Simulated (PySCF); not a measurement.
Isomers of CH11PSi3, mass 137.991 u with the commonest isotopes. Level of theory: PBE0-D3(BJ)/def2-SVP geometry optimisation, gas phase in PySCF 2.14.0. One conformer each, none proved a minimum here; rigid rotors.

Problem. Order these by rotational constant A, smallest first.
A. `[SiH3:1][CH2:2][Si@@H:3]([SiH3:4])[PH2:5]` with Si1–C2–Si3–Si4 -55°, C2–Si3–P5–H 44° and -50°
B. `[SiH3:1][SiH2:2][CH2:3][SiH2:4][PH2:5]` with Si1–Si2–C3–Si4 86°, Si2–C3–Si4–P5 -51°, C3–Si4–P5–H -166° and -72°
C. `[SiH3:1][CH2:2][SiH2:3][PH:4][SiH3:5]` with Si1–C2–Si3–P4 -51°, C2–Si3–P4–Si5 -63°

Solution. A (1699 MHz), B (2241 MHz), C (2360 MHz).

Problem. Order these by out-of-plane moment Σ m c² = (Ia + Ib − Ic)/2, smallest first.
A. `[SiH3:1][SiH2:2][CH2:3][SiH2:4][PH2:5]` with Si1–Si2–C3–Si4 86°, Si2–C3–Si4–P5 -51°, C3–Si4–P5–H -166° and -72°
B. `[SiH3:1][CH2:2][SiH2:3][PH:4][SiH3:5]` with Si1–C2–Si3–P4 -51°, C2–Si3–P4–Si5 -63°
C. `[SiH3:1][CH2:2][Si@@H:3]([SiH3:4])[PH2:5]` with Si1–C2–Si3–Si4 -55°, C2–Si3–P5–H 44° and -50°

Solution. A (27.04 u·Å²), C (65.26 u·Å²), B (74.84 u·Å²).

Problem. Order these by radius of gyration √(Σ m r²/M), largest first.
A. `[SiH3:1][CH2:2][SiH2:3][PH:4][SiH3:5]` with Si1–C2–Si3–P4 -51°, C2–Si3–P4–Si5 -63°
B. `[SiH3:1][CH2:2][Si@@H:3]([SiH3:4])[PH2:5]` with Si1–C2–Si3–Si4 -55°, C2–Si3–P5–H 44° and -50°
C. `[SiH3:1][SiH2:2][CH2:3][SiH2:4][PH2:5]` with Si1–Si2–C3–Si4 86°, Si2–C3–Si4–P5 -51°, C3–Si4–P5–H -166° and -72°

Solution. C (2.169 Å), B (2.126 Å), A (2.103 Å).

```csv
SMILES,point group,Ia (u·Å²),Ib (u·Å²),Ic (u·Å²),κ,μa (D),μb (D),μc (D)
[SiH3][SiH2]C[SiH2]P,C1,225.55,450.80,622.27,-0.57,0.63,0.87,1.01
[SiH3]C[Si@@H]([SiH3])P,C1,297.45,391.46,558.40,-0.03,1.26,0.27,0.95
[SiH3]C[SiH2]P[SiH3],C1,214.13,470.89,535.34,-0.82,0.05,0.30,1.39
```
